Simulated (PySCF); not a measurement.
Si(OH)4 cation (H4O4Si), SMILES O[Si](O)(O)O (connectivity only; charge and spin as stated), charge +1, multiplicity 2.

Coordinates come from a ωB97X-D3(BJ)/def2-SVP optimisation. The multiplicity is an assumed one; no other spin state was optimised. The isomer is the one that the SMILES or the coordinates give; other isomers of the formula were not compared. Other conformers were not sampled.

Computed with TDA-PBE/def2-SVPD (PySCF).

Vertical excitations. Gas-phase values at a fixed geometry.

Problem. List the lowest excited states. (Estimate from the structure and the level; the computed values follow.)

Solution. 
| state | energy (eV) | λ (nm) | f | main pairs |
|---|---|---|---|---|
| root 1 | 1.18 | 1052 | 0.001 | β HOMO→LUMO 99 % |
| root 2 | 1.34 | 927 | 0.003 | β HOMO−1→LUMO 100 % |
| root 3 | 1.79 | 691 | 0.007 | β HOMO−2→LUMO 98 % |
| root 4 | 2.46 | 503 | 0.000 | β HOMO−3→LUMO 56 %, β HOMO−4→LUMO 38 % |
| root 5 | 2.71 | 457 | 0.001 | β HOMO−4→LUMO 52 %, β HOMO−6→LUMO 30 %, β HOMO−3→LUMO 18 % |
| root 6 | 2.83 | 437 | 0.002 | β HOMO−5→LUMO 99 % |
| root 7 | 4.81 | 258 | 0.194 | β HOMO−6→LUMO 57 %, β HOMO−3→LUMO 21 % |
| root 8 | 6.41 | 193 | 0.000 | β HOMO−7→LUMO 100 % |
| root 9 | 6.67 | 186 | 0.036 | β HOMO−8→LUMO 94 % |
| root 10 | 7.05 | 176 | 0.000 | β HOMO−9→LUMO 100 % |
Unrestricted roots are not spin-pure.
